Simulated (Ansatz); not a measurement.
# CH5BFN: which of these isomers lies lowest?

2 of its isomers, all singlets with charge 0: A = `CNBF`; B = `CB(N)F`.

Shapes, held fixed at every level: PBE0-D4/def2-TZVP. Flexible molecules stand in one conformer, not always the lowest. Programs: Ansatz 0.2.0.

A:

```xyz
9

C    -0.2145    0.9313   -0.6380
N     0.2218   -0.3948   -0.2745
B     0.1600   -0.9551    0.9937
F     0.6061   -2.2051    1.1786
H    -1.0090    0.9043   -1.3898
H    -0.6055    1.4337    0.2470
H     0.6088    1.5343   -1.0326
H     0.6028   -0.9448   -1.0295
H    -0.2820   -0.3502    1.9279
```

B:

```xyz
9

C    -0.4284    0.9647   -0.5390
B     0.0982   -0.4823   -0.2514
N     0.5462   -0.9281    0.9938
F     0.1285   -1.3709   -1.2638
H     0.1766    1.4384   -1.3181
H    -0.4240    1.6163    0.3366
H    -1.4504    0.9243   -0.9280
H     0.8787   -1.8652    1.1437
H     0.5631   -0.3435    1.8090
```

Electronic energies in kJ/mol, without zero-point or thermal terms.

```tsv
level	kind	B − A
HF/def2-TZVPP	Hartree–Fock	-76.9
PBE-D4/def2-TZVPP	GGA	-79.8
B3LYP-D4/def2-TZVPP	global hybrid	-78.6
r2SCAN0-D4/def2-TZVPP	global hybrid	-85.7
wB97X-V/def2-TZVPP	range-separated hybrid	-79.2
CCSD(T)/def2-SVP	coupled cluster or CI	-70.1
CCSD/def2-TZVPP	coupled cluster or CI	-80.5
CCSD(T)/CBS estimate	coupled cluster or CI	-81.7
```

The highest level, CCSD(T)/CBS estimate, puts B lowest of these. All levels agree on that. The B − A difference spans -85.7 to -70.1 kJ/mol over the levels. The CBS estimate extrapolates MP2 from def2-TZVPP and def2-QZVPP and adds CCSD(T) − MP2 in the triple-zeta set, cores frozen.
